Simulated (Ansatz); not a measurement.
Steps of a relaxation of CH5BClGeN (`Cl[B]1C[NH][GeH2]1`) with RKS PBE-D4/def2-SVP.

```sh
$ ansatz run in.yaml --threads 4 --pin off --events-out ev --progress --plain --max-ram 10444MiB
```

```yaml
crystal:
  periodic: [false, false, false]
  atoms:
    - {symbol: Cl, position_ang: [-2.228300, -0.439000, 1.952900]}
    - {symbol: B, position_ang: [-0.860000, -0.151900, 0.793000]}
    - {symbol: C, position_ang: [0.566900, -0.805300, 0.506400]}
    - {symbol: N, position_ang: [1.208600, 0.003600, -0.587800]}
    - {symbol: Ge, position_ang: [-0.342100, 1.077300, -0.715400]}
    - {symbol: H, position_ang: [1.245200, -0.682600, 1.415400]}
    - {symbol: H, position_ang: [0.526800, -1.877000, 0.244600]}
    - {symbol: H, position_ang: [1.175800, -0.577600, -1.456500]}
    - {symbol: H, position_ang: [-1.157000, 0.869600, -1.952300]}
    - {symbol: H, position_ang: [-0.052700, 2.531800, -0.197400]}
basis:
  gaussian: {orbitals: def2-SVP}
hamiltonian: {xc: pbe, dispersion: d4}
relax: {f_tol: 0.03, max_steps: 200}
```

Positions (Å) and forces (eV/Å) along the path, 12 of 12 steps:

```xyz
10
step=1 energy=-72293.7718 eV
Cl   -2.228   -0.439    1.953    1.236    0.007   -0.786
B    -0.860   -0.152    0.793   -0.695   -0.347    0.676
C     0.567   -0.805    0.506    0.863   -0.349    1.361
N     1.209    0.004   -0.588   -0.670   -0.460   -0.792
Ge   -0.342    1.077   -0.715   -0.203    1.624    0.754
H     1.245   -0.683    1.415   -0.510   -0.494   -0.268
H     0.527   -1.877    0.245    0.058   -0.434    0.266
H     1.176   -0.578   -1.456    0.393    0.254    0.449
H    -1.157    0.870   -1.952   -0.409    0.249   -1.107
H    -0.053    2.532   -0.197   -0.064   -0.050   -0.552
10
step=2 energy=-72294.1885 eV
Cl   -2.130   -0.527    1.973    0.582    0.025   -0.501
B    -0.839   -0.183    0.789   -0.491   -0.304    0.846
C     0.583   -0.858    0.559    0.064    0.455    0.063
N     1.124   -0.003   -0.570   -0.138   -0.592   -0.308
Ge   -0.400    1.144   -0.706   -0.044    0.410    0.062
H     1.232   -0.759    1.473   -0.128   -0.134   -0.162
H     0.551   -1.943    0.322   -0.032   -0.118    0.060
H     1.172   -0.585   -1.429    0.263    0.253    0.309
H    -1.147    1.034   -2.058   -0.050    0.132   -0.188
H    -0.063    2.629   -0.351   -0.027   -0.128   -0.180
10
step=3 energy=-72294.2557 eV
Cl   -2.095   -0.615    1.988    0.264    0.109   -0.227
B    -0.830   -0.163    0.846   -0.266   -0.292    0.190
C     0.571   -0.856    0.574    0.136    0.409   -0.149
N     1.101   -0.005   -0.562   -0.354   -0.363   -0.047
Ge   -0.425    1.157   -0.705    0.132    0.077   -0.095
H     1.235   -0.798    1.473    0.053   -0.043   -0.005
H     0.503   -1.945    0.342   -0.108   -0.015    0.010
H     1.231   -0.583   -1.410    0.149    0.186    0.212
H    -1.152    1.108   -2.092   -0.033   -0.045    0.096
H    -0.056    2.648   -0.452    0.028   -0.022    0.013
10
step=4 energy=-72294.2771 eV
Cl   -2.104   -0.560    1.953   -0.289   -0.274    0.344
B    -0.839   -0.199    0.841    0.387    0.698   -0.358
C     0.577   -0.848    0.567   -0.071   -0.302   -0.049
N     1.035   -0.020   -0.578    0.138   -0.262   -0.345
Ge   -0.446    1.156   -0.711   -0.016   -0.264    0.136
H     1.262   -0.818    1.453    0.027    0.014   -0.010
H     0.444   -1.943    0.363    0.042    0.014   -0.099
H     1.423   -0.527   -1.397   -0.160    0.244    0.536
H    -1.267    1.083   -2.035    0.005    0.069   -0.089
H    -0.001    2.624   -0.454   -0.063    0.063   -0.066
10
step=5 energy=-72294.2628 eV rejected
Cl   -2.078   -0.573    1.985   -0.131   -0.114    0.185
B    -0.829   -0.170    0.854    0.155    0.277   -0.222
C     0.567   -0.856    0.559    0.058   -0.105    0.064
N     1.050   -0.014   -0.562   -1.027    1.088    1.704
Ge   -0.443    1.151   -0.721    0.076   -0.101    0.120
H     1.259   -0.856    1.441   -0.019   -0.033   -0.006
H     0.416   -1.943    0.323   -0.011    0.034   -0.051
H     1.417   -0.496   -1.331    0.935   -1.080   -1.713
H    -1.255    1.074   -2.054    0.006    0.005   -0.037
H    -0.021    2.631   -0.491   -0.042    0.027   -0.044
10
step=6 energy=-72294.3090 eV
Cl   -2.097   -0.578    1.966   -0.054   -0.100    0.125
B    -0.829   -0.167    0.852    0.083    0.205   -0.122
C     0.571   -0.853    0.565    0.004   -0.138    0.056
N     1.036   -0.021   -0.570   -0.077    0.016   -0.059
Ge   -0.446    1.153   -0.715    0.058   -0.061    0.045
H     1.263   -0.833    1.446    0.007   -0.028   -0.007
H     0.430   -1.944    0.345   -0.023    0.030   -0.042
H     1.432   -0.523   -1.371    0.039    0.030    0.091
H    -1.264    1.087   -2.045    0.004    0.020   -0.027
H    -0.014    2.629   -0.472   -0.041    0.026   -0.059
10
step=7 energy=-72294.3262 eV
Cl   -2.069   -0.564    2.007   -0.009   -0.036    0.058
B    -0.824   -0.155    0.860   -0.002    0.089   -0.036
C     0.560   -0.868    0.560   -0.047   -0.058    0.001
N     1.023   -0.016   -0.554    0.028   -0.020   -0.122
Ge   -0.451    1.152   -0.723    0.033   -0.029    0.073
H     1.256   -0.886    1.436    0.023   -0.030    0.023
H     0.386   -1.949    0.309   -0.026    0.040   -0.022
H     1.510   -0.479   -1.328    0.020    0.056    0.078
H    -1.275    1.074   -2.050    0.006   -0.015   -0.017
H    -0.034    2.640   -0.514   -0.026    0.002   -0.036
10
step=8 energy=-72294.3417 eV
Cl   -2.023   -0.527    2.085    0.045    0.046   -0.018
B    -0.823   -0.133    0.882    0.047   -0.120   -0.054
C     0.536   -0.886    0.543    0.087    0.053   -0.016
N     1.030    0.004   -0.530   -0.064   -0.011    0.062
Ge   -0.454    1.148   -0.723    0.057    0.017   -0.042
H     1.237   -0.984    1.415   -0.069   -0.028   -0.074
H     0.308   -1.940    0.227   -0.026    0.020    0.038
H     1.621   -0.400   -1.265   -0.063    0.044    0.083
H    -1.267    1.014   -2.056   -0.014   -0.022    0.022
H    -0.081    2.654   -0.574   -0.001    0.001   -0.001
10
step=9 energy=-72294.3453 eV
Cl   -1.978   -0.497    2.127   -0.054    0.024    0.028
B    -0.823   -0.137    0.876    0.084   -0.072   -0.047
C     0.528   -0.897    0.527   -0.153    0.063   -0.019
N     1.047    0.033   -0.496    0.033   -0.119    0.004
Ge   -0.452    1.143   -0.731   -0.049    0.105    0.055
H     1.193   -1.038    1.414    0.115   -0.016    0.008
H     0.282   -1.938    0.178    0.004    0.062   -0.019
H     1.649   -0.350   -1.230    0.033   -0.009    0.013
H    -1.272    0.977   -2.054    0.014   -0.036   -0.023
H    -0.091    2.654   -0.607   -0.026   -0.004    0.002
10
step=10 energy=-72294.3488 eV
Cl   -1.966   -0.460    2.152    0.003    0.017   -0.027
B    -0.822   -0.134    0.879    0.041   -0.049    0.015
C     0.519   -0.905    0.520   -0.025    0.021    0.010
N     1.047    0.036   -0.486    0.126   -0.095   -0.088
Ge   -0.452    1.145   -0.730   -0.056    0.011    0.023
H     1.199   -1.080    1.395   -0.016   -0.002   -0.053
H     0.253   -1.934    0.144    0.012    0.065    0.011
H     1.688   -0.327   -1.203   -0.106    0.056    0.119
H    -1.259    0.940   -2.059    0.018    0.011    0.007
H    -0.126    2.666   -0.610    0.003   -0.035   -0.017
10
step=11 energy=-72294.3499 eV
Cl   -1.970   -0.458    2.154    0.012    0.005   -0.019
B    -0.820   -0.136    0.885    0.005   -0.017    0.010
C     0.520   -0.904    0.521    0.017    0.010    0.013
N     1.050    0.041   -0.480    0.035   -0.028   -0.019
Ge   -0.456    1.144   -0.723    0.001    0.015   -0.030
H     1.203   -1.089    1.390   -0.017   -0.003   -0.022
H     0.251   -1.927    0.138   -0.007    0.019    0.005
H     1.681   -0.323   -1.201   -0.033    0.013    0.040
H    -1.251    0.937   -2.058   -0.008   -0.005    0.010
H    -0.125    2.663   -0.622   -0.005   -0.009    0.012
10
step=12 energy=-72294.3502 eV
Cl   -1.969   -0.454    2.152    0.009    0.001   -0.001
B    -0.816   -0.133    0.887   -0.021   -0.008   -0.014
C     0.521   -0.902    0.521    0.015    0.000    0.023
N     1.056    0.045   -0.475   -0.010    0.015    0.005
Ge   -0.454    1.143   -0.725   -0.001    0.004    0.007
H     1.203   -1.098    1.387    0.001   -0.001   -0.006
H     0.244   -1.920    0.130   -0.009    0.001   -0.001
H     1.682   -0.322   -1.197    0.012   -0.010   -0.013
H    -1.253    0.927   -2.055    0.003    0.000    0.003
H    -0.130    2.663   -0.622    0.000   -0.003   -0.003
```

Run time 21 s (4 threads of an Arm Neoverse V1 on a shared host); peak host memory 0.19 GiB.
